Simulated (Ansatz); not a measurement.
Reaction (hydrogenolysis of a Ge–S bond): `[SH][GeH2][SH]` + H₂ → `[SH][GeH3]` + H₂S

Isolated molecules relaxed with PBE0-D4/def2-TZVP in Ansatz; ΔE leaves out vibrations. CCSD(T)/CBS is the MP2 limit (def2-TZVPP, def2-QZVPP) plus CCSD(T) − MP2 in def2-TZVPP, frozen cores. This one scheme is used for every species. DFT in def2-TZVPP. B3LYP here is the variant with VWN-RPA as its local correlation; programs differ in this. For Ge outer-core shells are correlated without core-valence functions, which leaves a few kJ/mol of doubt a bond. Scalar relativity is left out up to krypton. One conformer a species, not always the lowest.

(1) Is it downhill or uphill in electronic energy at CCSD(T)/CBS, and by how much? (An estimate is asked.)

(2) What do these levels give: B3LYP-D4, ωB97M-V, PBE, B3LYP, RPA@PBE/def2-TZVPP, MP2/def2-SVP? (An estimate is asked.)

Largest T1 diagnostic among the species: 0.011.

Answers

(1) The calculation gave: Uphill: ΔE = +29.6 kJ/mol.

(2) Computed: B3LYP-D4 29.9, ωB97M-V 27.2, PBE 29.2, B3LYP 20.5, RPA@PBE/def2-TZVPP 22.4, MP2/def2-SVP 22.9 kJ/mol.

From PBE to PBE0 (25 % exact exchange), in def2-TZVPP and without D4, ΔE moves by −3.5 kJ/mol. At CCSD(T), def2-SVP lies −15.1 kJ/mol from the extrapolated value and def2-TZVPP −3.3 kJ/mol.
